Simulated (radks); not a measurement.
Task: Valence configurations of Kr+ (all share [Ar]). Method: Dirac Kohn-Sham, BLYP, spin-unpolarised, spherical densities, finite nucleus; open shells fill j = l - 1/2 first; Fermi nuclear charge, rms radius 4.1884 fm; computed with a radial shooting solver on a logarithmic mesh with Libxc functionals. Order these by energy: 3d9 4s2 4p6; 3d9.5 4s1.5 4p6; 3d10 4s2 4p5; 3d10 4s1 4p6; 3d10 4s1.5 4p5.5.

Result: From the lowest, in eV above it: 3d10 4s2 4p5 0.000; 3d10 4s1.5 4p5.5 7.366; 3d10 4s1 4p6 14.775; 3d9.5 4s1.5 4p6 45.766; 3d9 4s2 4p6 79.303. NIST lists [Ar] 3d10 4s2 4p5 as the ground configuration; this level of theory agrees among the configurations tried. The energies are those of spherical spin-averaged densities, not of single terms.
